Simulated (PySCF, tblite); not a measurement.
Breaking a bond: ICl, singlet.

- UMP2 = PySCF 2.14.0 with MP2 on UHF/def2-TZVP, 9 core orbitals frozen, def2 effective core potentials past Kr
- RKS-PBE = PySCF with restricted PBE/def2-TZVP, def2 effective core potentials past Kr
- GFN2-xTB, 300 K electronic temperature (tblite)
- UKS-M06-2X = unrestricted M06-2X/def2-TZVP, def2 effective core potentials past Kr run with PySCF

Energies are in kJ/mol, each relative to the lowest point of its own curve near equilibrium.

| R / Å | UMP2 | RKS-PBE | GFN2-xTB | UKS-M06-2X |
|---|---|---|---|---|
| 1.74 | 668.9 | 679.0 | 646.7 | 675.1 |
| 1.86 | 334.4 | 347.4 | 293.4 | 341.2 |
| 1.97 | 157.2 | 169.6 | 130.5 | 163.0 |
| 2.07 | 65.9 | 75.9 | 53.2 | 70.2 |
| 2.20 | 11.0 | 16.0 | 8.7 | 12.8 |
| 2.25 | 2.9 | 5.7 | 2.3 | 3.9 |
| 2.31 | 0.0 | 0.0 | 0.0 | 0.0 |
| 2.40 | 6.0 | 1.6 | 5.1 | 4.9 |
| 2.42 | 8.6 | 3.3 | 7.3 | 7.3 |
| 2.56 | 53.1 | 23.7 | 30.5 | 33.8 |
| 2.70 | 121.0 | 53.3 | 62.3 | 70.5 |
| 2.85 | 162.7 | 88.8 | 99.9 | 112.5 |
| 3.08 | 196.0 | 141.9 | 156.0 | 153.6 |
| 3.45 | 216.9 | — | 224.7 | 180.4 |
| 3.80 | 222.3 | — | 254.9 | 192.2 |
| 4.16 | 223.9 | — | 265.0 | 197.9 |
| 4.62 | 225.1 | — | 268.5 | 200.8 |
| 5.06 | 225.9 | — | 269.4 | 202.2 |
| 5.67 | 226.4 | — | 269.9 | 203.0 |
| 6.17 | 226.7 | — | 270.1 | 203.4 |
| 6.86 | 226.8 | — | 270.3 | 203.5 |
| 8.06 | 226.9 | — | 270.5 | 203.6 |
| 9.14 | 227.0 | — | 270.5 | 203.6 |

At the longest distance, 9.14 Å, GFN2-xTB lies highest above its minimum (270.5 kJ/mol) and UKS-M06-2X lowest (203.6 kJ/mol).

A dash means that the run gave no value there, or that the column was ended at a point which the program doubted or which failed a test of continuity chosen for this set; such a test can also cut sound points.

The unrestricted determinant behind UMP2 is spin-contaminated at 2.56 to 9.14 Å (<S²> up to 1.0, against 0.00 for a pure singlet). The restricted form behind RKS-PBE keeps the bonding electrons paired and can't separate into open-shell fragments. The unrestricted determinant behind UKS-M06-2X is spin-contaminated at 2.85 to 9.14 Å (<S²> up to 1.0, against 0.00 for a pure singlet).
